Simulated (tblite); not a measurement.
C6H8FO2 (doublet state).
Atom-mapped SMILES: `[CH3:1][CH:2][C:3](=[C:4]=[O:5])[CH2:6][O:7][CH2:8][F:9]` (hydrogens: H10, H11, H12 on C1; H13 on C2; H14, H15 on C6; H16, H17 on C8)

Cartesian coordinates in Å at the GFN2-xTB level; atoms count from 1:
```xyz
17
C6H8FO2 angstrom
C     -3.0329   -0.3262   -0.1386
C     -1.6038   -0.7016   -0.2955
C     -0.5469    0.1637   -0.0058
C     -0.7027    1.4119    0.4360
O     -0.8425    2.5024    0.8292
C      0.8822   -0.2967   -0.2124
O      1.7616    0.5702    0.4929
C      3.0848    0.3051    0.2994
F      3.4377   -0.9168    0.8295
H     -3.1532    0.7549   -0.1152
H     -3.4471   -0.7313    0.7897
H     -3.6274   -0.7325   -0.9570
H     -1.3658   -1.7061   -0.5998
H      0.9901   -1.3251    0.1551
H      1.1311   -0.2813   -1.2862
H      3.6611    1.0660    0.8351
H      3.3667    0.2554   -0.7673
```

Computed geometry: GFN2-xTB, gas phase. This method treats the open shell by occupation alone, without spin polarisation.

Masses are those of the commonest isotopes; rigid-rotor values at the optimised geometry. The values belong to one conformer with, in the numbering `[CH3:1][CH:2][C:3](=[C:4]=[O:5])[CH2:6][O:7][CH2:8][F:9]`, C1–C2–C3–C4 0°, C2–C3–C6–O7 -163°, C3–C6–O7–C8 -176°, C6–O7–C8–F9 -66°.

Q: What are A, B and C (MHz)?

A: Ia = 167.13, Ib = 628.93, Ic = 768.97 u·Å²; 505379 MHz·u·Å²/I gives A = 3024, B = 803.6, C = 657.2 MHz.

Q: What kind of rotor is it?

A: An asymmetric top; Ray's κ = -0.876.

Q: Is it planar, by Δ = Ic − Ia − Ib?

A: Not planar: Δ = Ic − Ia − Ib = -27.09 u·Å². For a rigid frame Δ = −2 Σ m c², so Σ m c² = 13.54 u·Å² lies off the ab plane: 5.75 from hydrogen and 7.80 from heavier atoms. The atom farthest from that plane is 1.45 Å away.

Q: Where do the levels up to J = 3 lie, in cm⁻¹?

A: Above 0(0,0):
J = 1: 1(0,1) 0.0487, 1(1,1) 0.1228, 1(1,0) 0.1277
J = 2: 2(0,2) 0.1459, 2(1,2) 0.2154, 2(1,1) 0.2300, 2(2,1) 0.4522, 2(2,0) 0.4524
J = 3: 3(0,3) 0.2912, 3(1,3) 0.3541, 3(1,2) 0.3834, 3(2,2) 0.5984, 3(2,1) 0.5995, 3(3,1) 0.9810, 3(3,0) 0.9810
The levels of one J sum to (2J + 1)J(J + 1)(A + B + C)/3.

Q: Estimate the classical rotational partition function at 100 K, 298.15 K and 500 K.

A: Point group C1, symmetry number σ = 1; q = (√π/σ)·√((kT/h)³/(ABC)), k/h = 20836.6 MHz/K: 133000 at 100 K, 687000 at 298.15 K, 1490000 at 500 K.

For this open shell read J as N, the rotation without spin; fine and hyperfine splittings come on top. Its lowest GFN2-xTB frequency is 13i cm⁻¹, too small to tell a flat minimum from a shallow saddle. No vibrational averaging or centrifugal distortion is included, and the geometry carries the error of its method.
